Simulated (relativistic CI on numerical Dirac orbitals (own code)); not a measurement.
Hf3+: resonant inelastic scattering at the O2,3 edge

Computed with this model: Dirac-Coulomb-Breit CI, orbitals from a KLI potential per configuration, model QED, valence Slater integrals scaled by 0.7, Kramers-Heisenberg scattering through one core-hole configuration in a parametric crystal field; configurations [Xe] 4f14 5d → [Kr] 4d10 4f14 5s2 5p5 5d2; 300 K; core-hole width 0.6 eV; summed over polarisations. Incident energies are the highest absorption maxima for each field (at most a few, so the weaker spin-orbit partner edge can be absent), on the computed scale of the free ion. Intensities are in per cent of the strongest line above 0.02 eV; levels within 1 cm⁻¹ are merged; final levels count from the ground level, the first row holds all elastic scattering, lines under 0.4 are left out and each table stops after 24 rows. The scale of the Slater integrals is a model choice and moves the terms in proportion.

Field parameters in Wybourne normalisation: Oh B⁴₀ = 21Dq, B⁴₄ = √(5/14) B⁴₀. The field is a parameter set, without covalency.

S is read from ⟨S²⟩ = S(S + 1).

Oh, 10Dq = 7000 cm⁻¹:

```csv
Final level (eV),Degeneracy,Irrep,S,36.3 eV,37.7 eV,45.1 eV
0.000,4,Γ8,0.50,80.9,57.5,229.2
0.348,2,Γ7,0.50,5.8,2.2,100.0
1.077,4,Γ8,0.50,13.6,32.2,76.6
```

Oh, 10Dq = 15850 cm⁻¹:

```
Final level (eV)  Degeneracy  Irrep     S  37 eV  45.2 eV  46.2 eV
           0.000           4     Γ8  0.50   73.1    352.8     62.2
           0.320           2     Γ7  0.50    4.7     69.7     10.0
           2.117           4     Γ8  0.50    6.7     12.5    100.0
```

Oh, 10Dq = 24650 cm⁻¹:

```
Final level (eV)  Degeneracy  Irrep     S  37.1 eV  37.6 eV  45.4 eV
           0.000           4     Γ8  0.50    166.5    224.5   1031.1
           0.310           2     Γ7  0.50      9.0      7.3    100.0
           3.190           4     Γ8  0.50     13.4     11.1     84.6
```

For the first field the strongest loss at the lowest incident energy is the level at 1.08 eV (S = 0.50, against 0.50 in the thermal ground state).
